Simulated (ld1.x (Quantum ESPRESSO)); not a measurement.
# thulium: TM pseudisation with BLYP, scalar-relativistic reference atom.

* Element: Tm
* Generator: ld1.x (Quantum ESPRESSO) 7.5
* Type: norm-conserving Troullier–Martins (Kleinman–Bylander form)
* Functional: BLYP
* Relativity: scalar-relativistic
* Frozen core: [Xe]
* Valence charge: 15
* Reference configuration: 4f12.5 5d0.5 6s2 6p0
* Partial waves: 6s (bound): rc 3.20 bohr; 6p (bound, empty): rc 3.75 bohr; 5d (bound): rc 3.55 bohr; 4f (bound): rc 0.90 bohr
* Local potential: the f channel
* Core correction: none

All-electron outer shells of the reference configuration (BLYP, scalar-relativistic, ld1.x):

```json
{"shell": "5s", "level (eV)": "-55.36", "outermost node (bohr)": "0.59", "outermost maximum (bohr)": "1.08"}
{"shell": "5p", "level (eV)": "-28.50", "outermost node (bohr)": "0.63", "outermost maximum (bohr)": "1.24"}
{"shell": "4f", "level (eV)": "-6.03", "outermost node (bohr)": "–", "outermost maximum (bohr)": "0.49"}
{"shell": "6s", "level (eV)": "-4.12", "outermost node (bohr)": "1.48", "outermost maximum (bohr)": "3.17"}
{"shell": "5d", "level (eV)": "-1.29", "outermost node (bohr)": "0.71", "outermost maximum (bohr)": "2.00"}
{"shell": "6p", "level (eV)": "-1.14", "outermost node (bohr)": "1.81", "outermost maximum (bohr)": "4.61"}
```

Task: Does this generation succeed?

Result: No. ld1.x (Quantum ESPRESSO) 7.5 stopped with "run_pseudo: Errors in PS-KS equation": the pseudo-atom solver did not find the valence states with the expected number of nodes, which is the usual sign of a ghost state. Before that it printed "Warning: n=1, l=0 expected 0 nodes, found 1".
